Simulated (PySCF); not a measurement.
Dipole response of Te (tellurium, neutral)

[Kr] 4d10 5s2 5p4, high-spin 3P determinant. Calculation: PySCF 2.14, in ANO-RCC-VTZP (7s6p4d2f1g, 68 functions); scalar relativity by spin-free X2C-1e. Coupled (time-dependent) response in atomic units; α is the mean over directions. The basis has no added diffuse functions, which lowers α and C₆.

```csv
method,mean α (bohr³),"α xx, yy, zz",C₆ (like pair),S(−4)
UHF,21.90,"21.94, 21.82, 21.94",242.1,58.86
PBE,22.16,"21.96, 22.55, 21.96",247.6,58.30
PBE0,22.03,"21.91, 22.26, 21.91",244.3,58.30
BHandHLYP,21.76,"21.66, 21.94, 21.66",240.5,56.81
```

S(−4) is the Cauchy moment in α(ω) = α(0) + S(−4) ω² + …

Reference α: 38 ± 4 bohr³ (recommended; Schwerdtfeger and Nagle, table of static dipole polarizabilities (2023 update)). Published C₆: 445.0 (Chu and Dalgarno (2004); Tang, Norbeck and Certain (1976)).

Spin-orbit coupling is absent.

α(iu) at PBE0:

```csv
u (hartree),α(iu) (bohr³)
0,22.03
0.0500,21.89
0.100,21.47
0.200,19.96
0.300,17.91
0.500,13.66
0.750,9.584
1.00,6.957
1.50,4.164
2.00,2.825
3.00,1.598
5.00,0.7396
```

A single London oscillator, α(iu) = α/(1 + u²/ω²), gives C₆ = (3/4) ω α². Matching the computed C₆ needs ω = 4 × 244.3 / (3 × 22.03²) = 0.671 hartree.

The components differ because the open shell of this determinant is not spherical; for a pure term their mean is the scalar polarisability.
